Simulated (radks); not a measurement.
The numbers below are computed, except where a source is named.
C3+, 3 electrons, occupied as [He] 2s1. Level of theory: non-relativistic Kohn-Sham, BLYP, spin-polarised, spherical densities, point nucleus; open shells are filled with parallel spins first (a radial shooting solver on a logarithmic mesh with Libxc functionals).

Radial electron density D(r) = 4 pi r^2 rho(r):

```
   r/bohr * D(r) (the largest magnitude, 6.17, reaches the edge; | marks zero)
  0.01374 | *
  0.01679 |  *
  0.02034 |    *
  0.02484 |      *
  0.03035 |        *
  0.03706 |            *
  0.04491 |                *
  0.05485 |                     *
    0.067 |                            *
  0.08183 |                                   *
  0.09995 |                                          *
   0.1211 |                                                 *
   0.1479 |                                                     *
   0.1807 |                                                      *
   0.2207 |                                                   *
   0.2674 |                                           *
   0.3266 |                                 *
   0.3989 |                      *
   0.4872 |             *
   0.5903 |        *
    0.721 |      *
   0.8806 |       *
    1.076 |       *
    1.303 |      *
    1.592 |    *
    1.944 | *
    2.375 |*
    2.877 *
    3.514 *
    4.293 *
```

D(r) has 2 maxima, at r = 0.172, 1.04 bohr, and minima at 0.727 bohr, inside which lie 2.08 electrons.
